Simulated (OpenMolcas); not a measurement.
Computed levels of 4s2 4p2 in ions with 32 electrons, in cm-1 above 3P0.

```yaml
Program: OpenMolcas
Method: SS-CASPT2, IPEA 0.25 Eh, imaginary shift 0.1 Eh
Basis: ANO-R3
Scalar_Hamiltonian: X2C, finite nucleus
Spin-orbit_coupling: RASSI with atomic mean-field integrals over the reference wave functions, term energies averaged over their components
```

Active space for each ion: 2 electrons in 3 orbitals (4p); closed shells correlated by CASPT2: 3d 4s.

| Level | Ge | As+ | Se2+ | Kr4+ |
| --- | --- | --- | --- | --- |
| 3P1 | 484 | 941 | 1544 | 3330 |
| 3P2 | 1244 | 2290 | 3560 | 6910 |
| 1D2 | 7190 | 10060 | 12690 | 18820 |
| 1S0 | 16490 | 22570 | 27890 | 38450 |

Estimate 3P2, 1D2, 1S0 for Br3+ from its neighbours Se2+ and Kr4+.

3P2 is fine structure, which grows about as the fourth power of a screened charge, so the fourth roots are averaged: ((3560^0.25 + 6910^0.25) / 2)^4 = 5028. The calculation gives 5090, so the estimate is off by -1.2 %.
1D2 is another term, which grows about linearly with the charge: (12690 + 18820) / 2 = 15755. The calculation gives 15610, so the estimate is off by +0.9 %.
1S0 is another term, which grows about linearly with the charge: (27890 + 38450) / 2 = 33170. The calculation gives 33150, so the estimate is off by +0.1 %.

CASPT2 does not keep the components of a term degenerate, so their means are used; among the terms shown or strongly mixed into the levels shown the widest spread is 100 cm-1 (4s2 4p2 1D, Br3+). With the s shell closed, the reference lacks s² → p² mixing. Only configurations of the active space appear.
